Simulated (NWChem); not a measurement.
SiNH4OF; SMILES [Si@@H](N)(O)F

```xyz
8

N     -0.5287    -1.4700    -0.2833
Si    -0.0818     0.0277     0.3716
O     -0.9605     1.1870    -0.4105
F      1.4790     0.4422     0.1391
H     -0.6865    -1.6051    -1.2743
H     -0.4130    -2.3391     0.2210
H     -0.2521    -0.0161     1.8426
H     -0.5339     2.0442    -0.4992
```
Atoms are numbered in this order, from 1.

All runs: NWChem. Pople sets run with spherical d functions. Structure relaxed at the PBE0/def2-SVP level. Atomic charges in e: unrestrained fits to the electrostatic potential beside Mulliken populations; buried atoms are poorly determined by the fit.

**Question.** Predict the results for Hartree-Fock/6-31G*. Quantities: ESP N1; Mulliken N1; ESP Si2; Mulliken Si2; ESP O3; Mulliken O3; ESP F4; Mulliken F4; relative RMS misfit of the potential (%).

**Answer.** 
```yaml
ESP N1: -1.09
Mulliken N1: -1.07
ESP Si2: 1.33
Mulliken Si2: 1.44
ESP O3: -0.81
Mulliken O3: -0.89
ESP F4: -0.46
Mulliken F4: -0.55
relative RMS misfit of the potential (%): 22
```
